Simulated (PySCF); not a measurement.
# HTi(OH) + F₂ → TiF₂ + H₂O

Level: PBE0 in the def2-TZVP basis family, all electrons, no relativity, computed in PySCF with density fitting; open shells unrestricted.

```csv
species,state and structure,E (Eh),ZPE (kJ/mol),H(298 K) − H(0) (kJ/mol),S° (J/(mol K))
HTi(OH),"triplet, Cs, O–H 0.956 Å, Ti–H 1.771 Å, Ti–O 1.804 Å; H–O–Ti 149.0°, H–Ti–O 133.4°",-925.61357,44.6,12.7,267.3
F₂,"singlet, D∞h, F–F 1.376 Å",-199.40856,6.6,8.7,201.9
TiF₂,"triplet, C2v, Ti–F 1.792 Å (×2); F–Ti–F 139.4°",-1048.94908,9.0,12.4,279.9
H₂O,"singlet, C2v, O–H 0.960 Å (×2); H–O–H 105.1°",-76.37736,56.5,9.9,188.7
```

Q: What is the electronic reaction energy?

A: At PBE0/def2-TZVP, ΔE = -799.0 kJ/mol from the differences of the total energies times 2625.5, downhill. 

Q: Add zero-point, thermal and entropy terms for 298.15 K and 1 bar.

A: ΔZPE = 14.3 and Δ[H(298) − H(0)] = 0.9 kJ/mol give ΔH° = -783.8 kJ/mol. ΔS° = -0.6 J/(mol K), so ΔG° = -783.8 − 298.15 × (-0.0006) = -784 kJ/mol.

Open d or f shells are single determinants, so the state found may not be the ground state. Only the bonding shown was studied: isomers, or loss of a ligand pair, can lie lower.
